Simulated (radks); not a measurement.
Ga III, configuration [Ar] 3d10 4s1. Method: scalar-relativistic Kohn-Sham, LDA (Slater exchange, VWN5 correlation), spin-polarised, spherical densities, point nucleus; open shells are filled with parallel spins first; computed with a radial shooting solver on a logarithmic mesh with Libxc functionals.

X-ray form factor f0, the Fourier transform of the density (f0(0) = 29):

sin(theta)/lambda (1/angstrom)  f0 (electrons)
0.05                                    28.679
0.1                                     27.781
0.15                                    26.458
0.2                                     24.884
0.25                                    23.201
0.3                                     21.502
0.4                                     18.255
0.5                                     15.384
0.6                                     12.991
0.8                                      9.631
1                                        7.728
1.25                                     6.440
1.5                                      5.614
2                                        4.241
